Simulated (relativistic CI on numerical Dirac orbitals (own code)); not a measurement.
**Slater's F² for Si VII from its measured terms**

Problem. The ground configuration 2s²2p⁴ of Si VII has the measured levels ³P: 5565.0 (J = 0), 4030.0 (J = 1), 0.0 (J = 2); ¹D: 46569.8 (J = 2); ¹S: 99341.0 (J = 0) cm⁻¹ (NIST levels in Kelleher and Podobedova, J. Phys. Chem. Ref. Data 37, 1285 (2008); Martin and Zalubas, J. Phys. Chem. Ref. Data 12, 323 (1983)). Test the one-configuration theory of p4 and extract F²(2p,2p).

Working.
1. Centres of gravity, weighted by 2J + 1: ³P 1961.7, ¹D 46569.8, ¹S 99341.0 cm⁻¹. To first order spin-orbit coupling drops out of them.
2. Slater-Condon theory gives ¹D − ³P = 6F²/25 and ¹S − ¹D = 9F²/25, so the ratio of the upper interval to the lower is 9/6 = 1.500, whatever F².
3. Measured intervals: 44608.1 and 52771.2 cm⁻¹, ratio 1.183.
4. F² from the lower interval is 185867 and from the upper 146587 cm⁻¹.

Check. The radial integral calculated for this configuration (Dirac-KLI orbitals, unscaled) is F² = 193877 cm⁻¹; the two empirical values are 96 % and 76 % of it. The ratio falls short of 1.50 mainly because the highest term mixes with s⁰p6, which has the same term and pushes it down.
